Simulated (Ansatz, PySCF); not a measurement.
System: sum formula H$_{5}$SiN$_{2}$O$_{2}$ (charge 0, doublet). It need not be the lowest isomer of its formula. SMILES: N[Si](N)([O])O
Coordinates optimised at B3LYP-D3(BJ)/def2-TZVP (Ansatz, a program for electronic structure):
```xyz
10

Si     0.0098    -0.0162    -0.0672
O     -0.8162    -1.2406    -0.7356
O      1.6500    -0.0691    -0.0498
N     -0.5098     1.4496    -0.7458
N     -0.3898    -0.2844     1.5926
H      2.1022    -0.1454    -0.8929
H      0.0155     2.3062    -0.7024
H     -1.4244     1.5607    -1.1487
H     -1.3496    -0.2336     1.8988
H      0.1461    -0.9410     2.1416
```
Charge 0, spin multiplicity 2.

Property: atomisation energy (electronic, to ground-state atoms), in kcal/mol. Cores are frozen in the correlated levels unless marked. Open shells are spin-unrestricted. Spin-orbit coupling is left out. No relativistic terms. The coupled-cluster limit lacks core correlation, which all-electron functionals hold. Basis-set limits of correlation are two-point, X^-3; Hartree-Fock from the larger set. [CCSD(T)-MP2]/basis is that difference in the basis named.

```tsv
level	program	atomisation energy (kcal/mol)
HF-D3(BJ)/def2-TZVPD	PySCF + dftd3	626.3
HF-D4/def2-TZVPD	PySCF + dftd4	607.2
B97M-V/def2-TZVPD	Ansatz	___
B2GP-PLYP/def2-TZVPD	Ansatz	865.8
CCSD/cc-pV(D+d)Z	Ansatz	762.9
RI-MP2/CBS(cc-pV(T+d)Z,cc-pV(Q+d)Z)+[CCSD(T)-MP2]/cc-pV(T+d)Z	Ansatz	___
```

### Question
Complete the blanks.

### Answer

- B97M-V/def2-TZVPD, atomisation energy (kcal/mol): 886.5
- RI-MP2/CBS(cc-pV(T+d)Z,cc-pV(Q+d)Z)+[CCSD(T)-MP2]/cc-pV(T+d)Z, atomisation energy (kcal/mol): 885.3
